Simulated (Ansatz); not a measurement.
Molecule: YF3 (charge 0, singlet). SMILES: [F][Y]([F])[F]
Geometry: optimised at B3LYP-D3(BJ)/def2-TZVP (Ansatz, a program for electronic structure).

Wanted: atomisation energy (electronic, to ground-state atoms), in kcal/mol. Correlated levels leave the core frozen unless marked. UHF or UKS for open shells. No spin-orbit coupling. The frozen core is the preceding noble-gas configuration, with the filled d and f shells of earlier blocks. Past Kr the def2 sets carry scalar-relativistic core potentials. STO-3G rows are all-electron and non-relativistic. 

| level | program | atomisation energy (kcal/mol) |
|---|---|---|
| RI-HF/def2-QZVPP | Ansatz | 351.5 |
| BLYP-D4/def2-TZVPD | Ansatz + dftd4 | 464.7 |
| r2SCAN/def2-TZVPD | Ansatz | 462.8 |
| PBE0-D4/def2-TZVPD | Ansatz + dftd4 | 452.3 |
| BHLYP/def2-TZVPD | Ansatz | 429.1 |
| r2SCANh/def2-TZVPD | Ansatz | 455.1 |
| r2SCAN0-D4/def2-TZVPD | Ansatz + dftd4 | 444.5 |
| LC-wPBE-D3(BJ)/def2-TZVPD | Ansatz + dftd3 | 473.1 |
| LC-wPBE-D4/def2-TZVPD | Ansatz + dftd4 | 473.7 |
| wB97X-V/def2-TZVPD | Ansatz | 464.7 |
| B2PLYP-D3(BJ)/def2-TZVPD | Ansatz + dftd3 | 460.4 |
| B2PLYP/def2-TZVPD | Ansatz | 459.4 |
| RI-MP2/def2-TZVPPD | Ansatz | 484.7 |
| CCSD/STO-3G | Ansatz | 403.3 |
